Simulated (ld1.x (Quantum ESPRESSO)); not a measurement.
Before and after: TM potential for Hf (Z = 72)

| Property | Result |
| --- | --- |
| Element | hafnium |
| Generator | ld1.x (Quantum ESPRESSO) 7.5 |
| Type | norm-conserving Troullier–Martins (Kleinman–Bylander form) |
| Functional | PBE |
| Relativity | scalar-relativistic |
| Frozen core | [Xe] 4f14 |
| Valence charge | 4 |
| Reference configuration | 5d2 6s2 6p0 |
| Partial waves | 6p (bound, empty): rc 4.20 bohr; 5d (bound): rc 3.00 bohr; 6s (bound): rc 2.60 bohr |
| Local potential | the s channel |
| Core correction | none |

All-electron outer shells of the reference configuration (PBE, scalar-relativistic, ld1.x):

| shell | level (eV) | outermost node (bohr) | outermost maximum (bohr) |
| --- | --- | --- | --- |
| 5p | -35.57 | 0.60 | 1.16 |
| 4f | -16.83 | – | 0.45 |
| 6s | -5.11 | 1.37 | 2.89 |
| 5d | -2.69 | 0.67 | 1.69 |
| 6p | -1.40 | 1.66 | 4.05 |

Change: local potential the p channel.

Cutoffs: the cutoffs (Ry, on a coarse ladder) from which the occupation-weighted sum of valence levels, in a spherical-Bessel basis at the reference potential, stays within 10 and 1 mRy of its value at 400 Ry; they do not see the model core or the augmentation charge, which bear on the density cutoff. Errors are all-electron minus pseudo energies relative to the spin-unpolarised reference configuration.

Task: Predict the effect on cutoff, ghosts and configuration errors.

Result: The potential gets neither clearly harder nor softer (18 Ry and 25 Ry → 18 Ry and 25 Ry); of the 7 tests that both files solve, the error grows in 1 and shrinks in 6 by more than 15 % and 0.3 meV (median size 23.3 → 13.9 meV); neither file shows a bound ghost.

| quantity | base | changed |
| --- | --- | --- |
| cutoff, loose | 18 Ry | 18 Ry |
| cutoff, tight | 25 Ry | 25 Ry |
| bound ghosts | none | none |
| error for 5d2 6s1 6p0, meV [ΔE 7.98 eV] | +6.6 | +3.1 |
| error for 5d2 6s0 6p0, meV [ΔE 22.16 eV] | +134 | +96 |
| error for 5d1 6s0 6p0, meV [ΔE 43.95 eV] | +302 | +232 |
| error for 5d2 6s0 6p2, meV [ΔE 7.86 eV] | +23 | +14 |
| error for 5d2 6s1.5 6p0, meV [ΔE 3.25 eV] | 0.0 | -0.5 |
| error for 5d2 6s1 6p1, meV [ΔE 3.83 eV] | +2.8 | +1.2 |
| error for 5d2 6s0 6p1, meV [ΔE 12.65 eV] | +39 | +24 |
| s: phases at 4.56 bohr within 0.05 rad from the reference energy up to (Ry; the scan ends near 5) | 0.7 | 0.5 |
| p: phases at 4.56 bohr within 0.05 rad from the reference energy up to (Ry; the scan ends near 5) | 1.1 | 1.0 |
| d: phases at 4.56 bohr within 0.05 rad from the reference energy up to (Ry; the scan ends near 5) | 0.4 | 0.3 |
